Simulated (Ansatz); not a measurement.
Abridged output of a molecular run in Ansatz:

```
Functional definition: HF
1547 factors; integrals over basis functions are off by at most 7.1e-4 eV
mean field evaluation 1: about -70188.0688 eV, gradient 4.4e1 eV
mean field evaluation 2: about -70188.3703 eV, gradient 4.4e1 eV
mean field evaluation 4: about -70192.5210 eV, gradient 4.3e0 eV
mean field evaluation 8: about -70192.6047 eV, gradient 4.1e-1 eV
mean field evaluation 16: about -70192.6048 eV, gradient 1.6e-6 eV
mean field -70192.60484740 eV, -2579.5306498854 hartree, gradient 1.6e-6 eV, S^2 0.000000; 0 other end points of the search recorded, 0 dependent functions left out
17 core orbitals not correlated: weight in the atoms' cores, before any rotation towards them, 1.000 or more for the frozen orbitals, at most 0.000 for the correlated occupied ones
reference -70192.60484740 eV, -2579.5306498854 hartree; 20, 20 occupied and 216, 216 virtual orbitals, 1547 factors
second order -27.94428528 eV of doubles, -0.00000000 eV of singles
cycle   1  -27.75354769 eV  change    1.9e-1 eV  update   1.3e-1
cycle   2  -28.53035562 eV  change   -7.8e-1 eV  update   3.9e-2
cycle   3  -28.69482943 eV  change   -1.6e-1 eV  update   2.0e-2
cycle   4  -28.67344445 eV  change    2.1e-2 eV  update   4.9e-3
cycle   5  -28.67089186 eV  change    2.6e-3 eV  update   2.4e-3
cycle   6  -28.67235431 eV  change   -1.5e-3 eV  update   7.1e-4
cycle   7  -28.67195424 eV  change    4.0e-4 eV  update   3.2e-4
cycle   8  -28.67181582 eV  change    1.4e-4 eV  update   1.0e-4
cycle   9  -28.67187281 eV  change   -5.7e-5 eV  update   4.3e-5
cycle  10  -28.67188304 eV  change   -1.0e-5 eV  update   1.4e-5
perturbative correction -1.07473675 eV, -0.0394958470 hartree
Total energy: -70222.35146718 eV, -2580.6238179995 hartree
```

Its atoms:

Z-matrix (Å, degrees):
```
Si
Ge 1 2.364
C 1 1.799 2 128.1
F 1 1.593 2 109.9 3 -161.3
O 1 1.645 2 118.7 3 61.3
H 2 1.534 1 109.7 3 -133.2
H 2 1.534 1 109.9 3 106.5
H 2 1.533 1 108.1 3 -13.3
H 3 1.087 1 123.8 2 0.7
H 3 1.088 1 120.7 2 -162.4
```

Q: Which basis set was used?
A. cc-pV(Q+d)Z
B. def2-TZVPP
C. def2-TZVPPD
D. def2-SVP

A: B. It gives 253 functions.

Q: Write the keys of the input that set method, charge and spin (a neutral closed shell needs none for the last two).

A: 
```yaml
correlation: {method: ccsd_t}
```
